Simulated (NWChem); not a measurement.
Atomisation of HP

```xyz
2

P      0.0000     0.0000     0.0907
H      0.0000     0.0000    -1.3604
```
Charge 0, spin multiplicity 3.

Everything below was run with NWChem. Structure: optimised with UPBE/def2-SVP, a minimum by its harmonic frequencies.

Basis set: def2-QZVP. The atomisation energy is electronic alone: no zero-point, thermal, spin-orbit or counterpoise terms. No value is extrapolated to the basis-set limit. Free atoms are single determinants with multiplicities P 4, H 2.

B3LYP has NWChem's definition, with VWN1-RPA local correlation. This spin state was chosen for the runs; another may lie lower. The structure started from a generated list of species. The unpaired electrons of the parent sit in orbitals of symmetry b1 and b2 (C2v labels of the run); other states weren't searched. No SCF solution was tested for a lower state.

Question: Order these methods by the atomisation energy they give, lowest first: LDA (SVWN5), BP86, PBE, PBE0, B3LYP.

Answer: PBE0 (74.0 kcal/mol), PBE (74.9 kcal/mol), B3LYP (77.0 kcal/mol), BP86 (79.0 kcal/mol), LDA (SVWN5) (83.7 kcal/mol)
